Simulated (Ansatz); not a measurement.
One change: `FC(F)C(F)(F)C(F)F` becomes `FCC(F)(F)C(F)(F)C(F)F`.

Ansatz, PBE0-D4/def2-TZVP geometries, multiplicity 1. Each molecule was computed in one conformer, which needn't be the lowest.

| property | `FC(F)C(F)(F)C(F)F` |
| --- | --- |
| zero-point energy (PBE0-D4/def2-TZVP) / kJ/mol | 154.4 |
| HOMO energy (ωB97M-V/def2-TZVPP) / eV | -12.31 |
| size of the dipole moment (ωB97M-V/def2-TZVPP) / D | 1.53 |
| ideal-gas entropy at 298 K and 1 bar (rigid rotor, harmonic PBE0-D4/def2-TZVP) / J/(mol·K) | 376 |
| HOMO energy (PBE/def2-TZVPP) / eV | -8.09 |
| HOMO–LUMO gap (PBE0/def2-TZVPP) / eV | 10.99 |

Question: Give the same properties after the change, and the shifts. (An estimate is asked.)

Answer: The calculation gave: 
```json
{"property": "zero-point energy (PBE0-D4/def2-TZVP) / kJ/mol", "`FCC(F)(F)C(F)(F)C(F)F`": "207.5", "shift": "53.1"}
{"property": "HOMO energy (ωB97M-V/def2-TZVPP) / eV", "`FCC(F)(F)C(F)(F)C(F)F`": "-12.33", "shift": "-0.02"}
{"property": "size of the dipole moment (ωB97M-V/def2-TZVPP) / D", "`FCC(F)(F)C(F)(F)C(F)F`": "1.48", "shift": "-0.05"}
{"property": "ideal-gas entropy at 298 K and 1 bar (rigid rotor, harmonic PBE0-D4/def2-TZVP) / J/(mol·K)", "`FCC(F)(F)C(F)(F)C(F)F`": "428", "shift": "52"}
{"property": "HOMO energy (PBE/def2-TZVPP) / eV", "`FCC(F)(F)C(F)(F)C(F)F`": "-8.12", "shift": "-0.03"}
{"property": "HOMO–LUMO gap (PBE0/def2-TZVPP) / eV", "`FCC(F)(F)C(F)(F)C(F)F`": "10.60", "shift": "-0.39"}
```

The zero-point energy changes by 53.1 kJ/mol with +9 modes. Dipoles are sizes alone; their direction can turn. Modes under 60 cm⁻¹, often nearly free rotors, make the harmonic entropy too high.
